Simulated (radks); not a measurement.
Initial-state core-level shifts of neutral cerium when its valence configuration changes from [Xe] 4f1 5d1 6s2. All-electron calculation, Dirac Kohn-Sham, PBE, spin-unpolarised, spherical densities, finite nucleus; open shells fill j = l - 1/2 first; Fermi nuclear charge, rms radius 4.8771 fm. Program: a radial shooting solver on a logarithmic mesh with Libxc functionals. Shifts are changes of the shell-averaged eigenvalues in eV (positive: less bound); the change of the density at the nucleus, which sets a Mossbauer isomer shift, is in e/bohr^3, on a base of 3.83e+05.

[
 {"valence": "4f1 5d1 6p2", "1s": "-1.992", "2p": "-1.979", "3p": "-1.983", "3d": "-1.983", "density at nucleus": "-33.24"},
 {"valence": "4f0.5 5d1 6s2 6p0.5", "1s": "-5.031", "2p": "-5.390", "3p": "-6.051", "3d": "-5.999", "density at nucleus": "+19.27"},
 {"valence": "5d1 6s1 6p2", "1s": "-11.415", "2p": "-12.176", "3p": "-13.580", "3d": "-13.471", "density at nucleus": "+19.64"},
 {"valence": "4f0.5 5d1.5 6p2", "1s": "-5.460", "2p": "-5.753", "3p": "-6.436", "3d": "-6.378", "density at nucleus": "-21.19"},
 {"valence": "4f1 5d3", "1s": "+2.829", "2p": "+2.972", "3p": "+2.934", "3d": "+2.947", "density at nucleus": "-37.79"},
 {"valence": "4f1 6s2 6p1", "1s": "-3.024", "2p": "-3.126", "3p": "-3.091", "3d": "-3.102", "density at nucleus": "+10.03"},
 {"valence": "5d1 6s2 6p1", "1s": "-10.468", "2p": "-11.232", "3p": "-12.630", "3d": "-12.522", "density at nucleus": "+40.52"},
 {"valence": "4f0.5 5d1.5 6s1.5 6p0.5", "1s": "-4.001", "2p": "-4.304", "3p": "-4.980", "3d": "-4.922", "density at nucleus": "+5.99"}
]
